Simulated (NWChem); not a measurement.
AlSiH5O; SMILES [AlH2][O][SiH3]

```xyz
8

Al     0.0018    -1.8017     0.0010
H     -1.3954    -2.5463     0.0002
H      1.3964    -2.5511     0.0003
O      0.0059    -0.0979     0.0026
Si     0.0002     1.5444     0.0006
H      0.3812     2.0644     1.3426
H     -1.3504     2.0720    -0.3387
H      0.9683     2.0705    -1.0009
```
Atoms are numbered in this order, from 1.

Structure relaxed at the B3LYP/6-31G* (spherical d) level.

Task: Give the principal values of the shielding tensors (ppm) of Al1, O4, Si5 from B3LYP/6-31G* (spherical d), GIAO (NWChem), with their diamagnetic and paramagnetic parts as GIAO splits them.

Result: 
```
atom    σ11    σ22    σ33  isotropic  diamagnetic  paramagnetic
----  -----  -----  -----  ---------  -----------  ------------
Al1   383.0  432.0  499.5      438.1        795.6        -357.4
O4    209.7  216.0  351.8      259.2        388.6        -129.4
Si5   402.0  407.1  507.4      438.8        880.8        -441.9
```
